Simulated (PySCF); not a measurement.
SMILES COCC(=O)O (C3H6O3) at its GFN2-xTB optimised geometry (Å):

```
12

C      1.3278    -1.0757     0.0000
O     -0.0844    -1.0757     0.0000
C     -0.6623     0.1953     0.0000
C     -0.5117     0.9675    -1.3019
O      0.1213     0.6379    -2.2645
O     -1.1946     2.1193    -1.2413
H      1.6263    -2.1193     0.0682
H      1.7310    -0.6408    -0.9174
H      1.7174    -0.5258     0.8659
H     -0.2556     0.8272     0.8074
H     -1.7310     0.0523     0.1838
H     -1.1032     2.6101    -2.0745
```

Calculation: PySCF with B3LYP/def2-TZVP. Cells within 0.4 Å of a nucleus heavier than hydrogen are left out (blank, or x).

Map of the log10 of the electron density (e/bohr³), floored at −4 on the plane z = 0.0 Å:

```
|0000000000000000000000000000000|
|0000000000000000000000000000000|
|0000000000000000000000000000000|
|0000000001121110000000000000000|
|0000000112233221000000000000000|
|0000000123343322100000000000000|
|0000001234444432100000000000000|
|0000001234555443210000000000000|
|0000001334555443321000000000000|
|0000001234555544332100000000000|
|0000001234455555432110000000000|
|0000012344566666543211100000000|
|0000013455677877653322211000000|
|0000123567788887654443322100000|
|000012457889xxx8655555433100000|
|000012457889xx88766666543210000|
|0000124567888898777777654310000|
|0000023456677899888888764310000|
|00000123455679xx998xx8764310000|
|00000012334679xx998xx8764310000|
|0000000112457899988998764310000|
|0000000012346788777898764310000|
|0000000001245566666898754310000|
|0000000000123444456787654210000|
|0000000000012333345566543200000|
|0000000000001111223444432100000|
|0000000000000000112333321000000|
|0000000000000000001121110000000|
|0000000000000000000000000000000|
|0000000000000000000000000000000|
|0000000000000000000000000000000|
```
Scale: ten equal steps from -4.00 (start of '0') to -0.196 (end of '9'), in the order '0123456789'; x runs from -4.50 to 4.50, y from -4.50 (bottom) to 4.50 (top).
